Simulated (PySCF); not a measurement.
# Electronic structure of Cl²⁺ (chlorine, charge +2) at the M06-2X level

Configuration: [Ne] 3s2 3p3, high-spin 4S determinant. All numbers are calculated (PySCF 2.14, scalar relativity by spin-free X2C-1e, in aug-cc-pCVQZ-DK (10s9p7d5f3g, 134 functions)).

```
Total energy                        : -460.2265 hartree
One-electron energy                 : -620.8119 hartree
Hartree (Coulomb) energy            : 188.2329 hartree
Exchange-correlation energy         : -27.6476 hartree
⟨S²⟩                                : 3.7514
⟨L²⟩                                : 0.000
Sum of ⟨r⟩                          : 11.15 bohr
Sum of ⟨r²⟩                         : 15.32 bohr²
Langevin diamagnetic susceptibility : -12.1 ×10⁻⁶ cm³/mol
```

| shell | electrons | mean orbital energy (eV) | rms radius, mean of both spins (bohr) |
| --- | --- | --- | --- |
| 1s α | 1 | -2833.0 | 0.105 |
| 1s β | 1 | -2831.9 | 0.105 |
| 2s α | 1 | -297.45 | 0.482 |
| 2s β | 1 | -297.06 | 0.482 |
| 2p α | 3 | -234.12 | 0.451 |
| 2p β | 3 | -232.86 | 0.451 |
| 3s α | 1 | -51.421 | 1.56 |
| 3s β | 1 | -45.497 | 1.56 |
| 3p α | 3 | -36.317 | 1.71 |

Densities and radii are taken from the X2C orbitals without a picture-change correction, which distorts them close to the nucleus.
